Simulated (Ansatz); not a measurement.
Consider the ligand exchange at the Si–N bond: `[SiH3]N1[SiH2]P1` + `[OH][Sn][O][SiH3]` → `[SiH3][O][Sn][O][SiH3]` + `N1[SiH2]P1`.

Gas-phase electronic energies from Ansatz, PBE0-D4/def2-TZVP geometries. CBS: MP2 limit from def2 TZ/QZ plus the TZ coupled-cluster correction, frozen cores. Functionals use def2-TZVPP. Elements past krypton have def2 core potentials. For Sn outer-core shells are correlated without core-valence functions, which leaves a few kJ/mol of doubt a bond. One conformer a species, not always the lowest.

```
                 species  ωB97M-V energy (Eh)
      `[SiH3]N1[SiH2]P1`           -978.66624
     `[OH][Sn][O][SiH3]`           -656.70974
`[SiH3][O][Sn][O][SiH3]`           -947.42541
            `N1[SiH2]P1`           -687.96234
```

Task: Work out ΔE.

Result: ΔE = (-947.42541) + (-687.96234) − (-978.66624) − (-656.70974) = -0.01177 Eh = -30.9 kJ/mol. CCSD(T)/CBS gives -31.1 kJ/mol.

Largest T1 diagnostic among the species: 0.016.

In def2-TZVPP, CCSD(T) changes the Hartree–Fock value by +9.4 kJ/mol (the triples alone add +1.7 kJ/mol) and MP2 by +12.2 kJ/mol. Leaving LDA and LC-ωPBE aside and taking each functional with its dispersion term where it has one, the values, not all of them listed here, spread over 13.3 kJ/mol, from BHLYP-D4 to revPBE-D4.
